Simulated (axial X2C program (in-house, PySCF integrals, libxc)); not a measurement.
CoB⁻: properties at the nuclei

Computed with an axial X2C code built on PySCF integrals: two-component X2C with atomic mean-field Coulomb and Gaunt terms, Gaussian nuclei, basis Co dyall-acv3z, B dyall-av3z with contracted cores.

R = 1.753 Å (near the PBE0 minimum at charge -1 of the determinant lowest at the starting distance; the state shown can have its own minimum elsewhere).

Determinant lowest in the PBE0 search, Ω = 5/2 (⟨Sz⟩ = 0.50, ⟨Lz⟩ = 2.00 at PBE0), spin on the atoms Co 1.06, B -0.56:

| level | Eeff magnitude (GV/cm) | Ws magnitude Co (kHz) | A∥/gI Co (MHz) | qzz Co (a.u.) | A∥/gI B (MHz) | qzz B (a.u.) |
| --- | --- | --- | --- | --- | --- | --- |
| PBE0 | 0.341 | 0.0775 | 434 | -0.57 | 3.02 | -0.17 |
| HF | 0.833 | 0.155 | 401 | -1.18 | -4.11 | -0.02 |
| LDA | 0.016 | 0.0113 | 435 | -0.84 | 1.7 | -0.27 |
| B3LYP | 0.0719 | 0.0295 | 454 | -0.59 | -0.536 | -0.23 |
| r2SCAN | 0.29 | 0.0659 | 462 | -0.79 | 0.995 | -0.22 |

Eeff is the effective electric field on the electron electric dipole moment in this Ω state and Ws the scalar–pseudoscalar constant of the nucleus named (defined with the proton number Z and per Ω); A∥ (defined per Ω) follows by multiplying with gI = μI/(I μN); qzz is the electric field gradient, eQq0 = 234.96 MHz × Q/barn × qzz. The operators were transformed with the bare-nucleus X2C matrices; with these basis sets, hyperfine constants and field gradients can be off by tens of per cent, and where levels differ in sign neither size nor sign is settled.

With gI(59Co) = 1.3220 (g factors from the IAEA table of nuclear moments by Stone), turn the PBE0 values of the first state into constants in MHz.

A∥(59Co) = 434 × 1.3220 = 574 MHz.

Each state is one determinant with collinear spin. Unrestricted Hartree–Fock can overshoot spin polarisation at the nuclei. For an anion, determinants above electron detachment, or with a positive highest level, are held by the basis set. Where Eeff spreads by more than a factor of two the levels disagree and none is to be relied on. In the state Ω = 5/2 the atomic spins oppose each other (1.06, -0.56): a broken-symmetry determinant whose values are not spin-projected. The search compared states at one distance, so a state with another bond length can lie lower. Further determinants of the search, some of them spin-mixed, are not shown. Where a field gradient or hyperfine factor spreads by more than a factor of two over the levels, a constant derived from it is not to be relied on.
